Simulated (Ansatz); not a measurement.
Al(PF3)Cl3 (AlPCl₃F₃). Charge 0, multiplicity 1. Geometry relaxed at PBE-D4/def2-SVP.

```xyz
8

Al   -1.0043   -0.8662    0.5789
P     0.7367    0.6363   -0.4246
F     1.3601    0.2030   -1.8242
F     2.0649    0.8857    0.4177
F     0.3151    2.1371   -0.7491
Cl   -1.3190    0.2911    2.3196
Cl    0.2267   -2.5806    0.6997
Cl   -2.3801   -0.7063   -1.0181
```

Q: Estimate the harmonic wavenumbers at RKS PBE-D4/def2-SVP (Ansatz, unscaled). Is this a minimum?

A: 32, 39, 39, 116, 123, 123, 162, 162, 253, 324, 324, 369, 460, 591, 591, 883, 910, 910 cm⁻¹. Yes, no mode is imaginary beyond noise. Zero-point energy 38.3 kJ/mol. Run time 51 s (4 threads of Intel Xeon on a shared host).
